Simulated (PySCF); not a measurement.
A structure optimised at PBE-D3(BJ)/def2-SVP, used in a PySCF frequency run:

```xyz
5

B      0.6501    -0.0112     0.0000
Br    -0.3220     1.6664     0.0000
Br    -0.2962    -1.6800     0.0000
O      1.9992    -0.0401     0.0000
H      2.3922     0.8537     0.0000
```
Charge 0, spin multiplicity 1.

**Question.** Write its SMILES, formula and point group.

**Answer.** OB(Br)Br, BBr2HO, Cs

**Question.** What are its rotational constants (standard atomic weights)?

**Answer.** 5.6646, 1.1276, 0.94040 GHz
